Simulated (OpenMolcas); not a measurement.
Tm2+ in BaF2: curves along the breathing mode

Tm2+ with its 8 nearest fluoride ions, on the Ba site of BaF2 (a = 6.2001 Å, distance in the model lattice 2.685 Å). The rest of the host is ab initio model potentials to 7.6 Å and point charges beyond; the distance is set by hand and nothing relaxes. Ligand basis ANO-RCC-VDZP.

| Quantity | Value |
| --- | --- |
| Program | OpenMolcas |
| Method | CASSCF |
| Basis | ANO-RCC-VDZP [7s6p4d2f1g] |
| Scalar Hamiltonian | DKH2, point nucleus |
| Active space | 13 electrons in 7 orbitals (4f) |
| State averaging | 2S+1 = 2 odd, 7 roots |
| Spin-orbit coupling | state interaction with AMFI integrals over the reference wave functions |

Spin-free energies (labels of O, the rotations of Oh) in cm-1 above the lowest fitted minimum, as all ligands move together:

```csv
R (Å),2A2,2T2,2T1
2.377,7210,7790,7820
2.433,2870,3370,3400
2.489,570,990,1020
2.545,40,400,440
2.601,1080,1390,1420
2.657,3510,3780,3810
2.713,7190,7420,7450
```

Cubic fits give the following; the wavenumber is harmonic, with the mass of all moving ligands, small differences in it between states hang on the degree of the fit, a number in brackets counts states of one label, and the table is a selection of at most 14 states with clean curves.

```tsv
State	R0 (Å)	Breathing mode (cm-1)	Minimum (cm-1)
2A2	2.535	339	0
2T2	2.537	340	370
2T1	2.537	340	400
```

For an f ion spin-orbit coupling outweighs the ligand field, so these spin-free curves are not those of observable levels.

Without dynamic correlation the ligand-field splitting of an f shell can come out too small, at times by half. No measured value stands beside these numbers.
